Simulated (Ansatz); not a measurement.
Basis sets compared for Hf2O5H2 (the lowest singlet isomer of a short search). Charge 0, multiplicity 1. Geometry r2SCAN-D4/def2-SVP. Ansatz on 4 threads of Arm Neoverse V2 on a shared host; times are rough, and most runs start from earlier orbitals.

```xyz
9

Hf    0.029    1.637    0.775
Hf    0.015   -1.309    0.237
O     0.016    3.640    0.660
O    -1.276    0.147    0.577
O    -0.055   -2.288   -1.436
O     1.321    0.155    0.464
O    -0.040    2.912   -0.667
H    -0.095   -2.494   -2.372
H     0.085   -2.400    1.761
```

In the def2 sets Hf takes a core potential; there is no spin–orbit coupling. The structure holds one bond between oxygen atoms, so isomers without such links may lie far lower. The structure comes from a short search, and lower isomers may exist.

Binding counts from free atoms (Hf triplet, O triplet, H doublet) in the same basis, without a counterpoise term.

```json
{"level": "PBE-D4/def2-SVP", "functions": "144", "energy (Eh)": "-472.9860", "HOMO (eV)": "-5.66", "LUMO (eV)": "-3.33", "binding per atom (eV)": "5.08", "wall time": "1.9 s"}
{"level": "PBE-D4/def2-TZVP (with forces)", "functions": "247", "energy (Eh)": "-473.4660", "HOMO (eV)": "-5.68", "LUMO (eV)": "-3.39", "binding per atom (eV)": "5.06", "wall time": "3.3 s"}
{"level": "B97M-V/def2-TZVP", "functions": "247", "energy (Eh)": "-473.6934", "HOMO (eV)": "-6.03", "LUMO (eV)": "-3.31", "binding per atom (eV)": "4.86", "wall time": "13 s"}
{"level": "PBE0-D4/def2-SVP", "functions": "144", "energy (Eh)": "-472.8765", "HOMO (eV)": "-7.22", "LUMO (eV)": "-2.64", "binding per atom (eV)": "4.77", "wall time": "2.2 s"}
{"level": "PBE0-D4/def2-TZVP", "functions": "247", "energy (Eh)": "-473.3621", "HOMO (eV)": "-7.19", "LUMO (eV)": "-2.66", "binding per atom (eV)": "4.78", "wall time": "5.5 s"}
```

(1) Estimate the rows for PBE-D4/def2-TZVPD, B97M-V/def2-TZVPD, PBE0-D4/def2-TZVPD.

Answers

(1) 
```
             level  functions  energy (Eh)  HOMO (eV)  LUMO (eV)  binding per atom (eV)  wall time
 PBE-D4/def2-TZVPD        304    -473.4703      -5.73      -3.43                   5.06      4.6 s
 B97M-V/def2-TZVPD        304    -473.6973      -6.08      -3.34                   4.86       18 s
PBE0-D4/def2-TZVPD        304    -473.3662      -7.23      -2.69                   4.79      6.5 s
```
